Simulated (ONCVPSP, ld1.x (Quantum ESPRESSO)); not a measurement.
Potentials for phosphorus (P) compared

Generated with ld1.x 7.5 (TM, RRKJ, ultrasoft, PAW), atompaw 4.2 or ONCVPSP 4.0.1. The cutoff is in Ry: for ld1.x and atompaw files where the sum of valence levels is converged to 10 mRy in a Bessel basis, for ONCV files where the hardest occupied wave has 1 mHa per electron of residual kinetic energy. The error is the largest all-electron minus pseudo excitation energy over each file’s own four to seven test configurations (ionisations up to +4, promotions, holes and added fractions of an electron), all of which were solved. The labels leave out finer settings (local radius, basis sizes, second energies), which also bear on the numbers. Spin-polarised tests are not counted. The rows are a selection from randomly drawn settings: files with unsolved tests, undetermined cutoffs or missed reference levels are left out.

```tsv
potential	cutoff (Ry)	largest error (meV)	bound ghosts
TM, PBE, scalar-relativistic, rc 1.55/2.00/2.05 (spd), local d, core correction yes, reference 3s2 3p2.5	21	+15	none
ultrasoft, PBE, scalar-relativistic, rc 1.50/2.05/1.60 (spd), local smoothed, core correction no, reference 3s2 3p3	15	+172	none
ONCV, LDA (Perdew-Wang 92), scalar-relativistic, rc 0.75/0.75 (sp), local smoothed, core correction yes, reference 2s2 2p6 3s2 3p2, qcut 14.2/20.2, projectors 2/2	316	+4.0	none
TM, LDA (PZ), scalar-relativistic, rc 1.15/1.45 (sp), local p, core correction yes, reference 3s2 3p3	60	+78	none
```

Problem. Fill in the row for P: TM, PBE, scalar-relativistic, rc 1.15/1.25 (sp), local s, core correction no, reference 3s2 3p3.

Solution. cutoff 80 Ry, largest error +69 meV, bound ghosts: none.

Problem. Fill in the row for P: ultrasoft, PBE, non-relativistic, rc 1.75/1.80/1.40 (spd), local smoothed, core correction yes, reference 3s2 3p2.

Solution. cutoff 12 Ry, largest error +12 meV, bound ghosts: none.
